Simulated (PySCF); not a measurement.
## W⁺ (tungsten, charge +1): B3LYP calculation

Configuration: [Xe] 4f14 5d4 6s1, high-spin 6D determinant. Computed with PySCF 2.14 in def2-TZVP with the def2 core potential (60 electrons) (6s4p3d1f, 40 functions), with a scalar-relativistic core potential.

```json
{
 "Total energy": "-66.6583 hartree",
 "One-electron energy": "-108.7384 hartree",
 "Hartree (Coulomb) energy": "49.4502 hartree",
 "Exchange-correlation energy": "-7.3701 hartree",
 "⟨S²⟩": "8.7506",
 "⟨L²⟩": "6.004",
 "Sum of ⟨r⟩": "20.76 bohr",
 "Sum of ⟨r²⟩": "41.64 bohr²",
 "Traceless quadrupole moment −½Σ⟨3z² − r²⟩ along its main axis": "-1.24 e·bohr²",
 "Time after the integrals": "0.48 s of wall time on 1 thread of Neoverse-V2 (shared host)"
}
```

| shell | electrons | mean orbital energy (eV) | spread (eV) | rms radius, mean of both spins (bohr) |
| --- | --- | --- | --- | --- |
| 5s α | 1 | -89.597 | 0 | 1.15 |
| 5s β | 1 | -87.139 | 0 | 1.15 |
| 5p α | 3 | -52.934 | 0.330 | 1.36 |
| 5p β | 3 | -49.834 | 1.136 | 1.36 |
| 5d α | 4 | -13.741 | 0.760 | 2.24 |
| 6s α | 1 | -13.245 | 0 | 2.80 |

Energies and moments cover only the electrons outside the core potential. Spin-orbit coupling, absent here, splits the open shell strongly.
